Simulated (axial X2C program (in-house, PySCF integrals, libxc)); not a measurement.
# Worked dissociation energy of LiCs⁺: HF, without spin–orbit coupling

Computed with an in-house all-electron X2C program for linear molecules (integrals from PySCF). Spin-free means the one-electron spin-free X2C Hamiltonian. Basis: Cs dyall-cv3z [15s15p9d4f1g], Li dyall-cv3z [7s8p2d] (cores contracted in-house); Gaussian nuclei, density fitting, unrestricted open shells. Masses: Cs 132.905 u, Li 7.016 u.

Molecular state: M_S = 1/2, Λ = 0 (beyond evenly filled blocks: σα).

```
E(Cs+) (2M_S = 0, M_L = 0) : -7783.005905 hartree
E(Li) (2M_S = 1, M_L = 0)  : -7.433417 hartree
E(LiCs⁺) at Re             : -7790.451003 hartree
ωe                         : 111.2 cm⁻¹
ωexe                       : 0.996 cm⁻¹
```

Problem. Work out De and D0.

Solution. De = -7783.005905 + (-7.433417) − (-7790.451003) = 0.01168 hartree = 0.318 eV. The zero-point energy is ωe/2 − ωexe/4 = 55 cm⁻¹ = 0.007 eV, so D0 = 0.311 eV.

The state is one determinant whose occupation by symmetry is held fixed; it was picked as the lowest of a PBE0 search that is not exhaustive. Dissociation energies refer to the lowest single-determinant-based atoms at the same level and basis.

Hartree–Fock lacks correlation and underbinds, often by eV.

Each atomic determinant is the lowest at this level and need not be a pure term. Totals compare only within one Hamiltonian and basis.
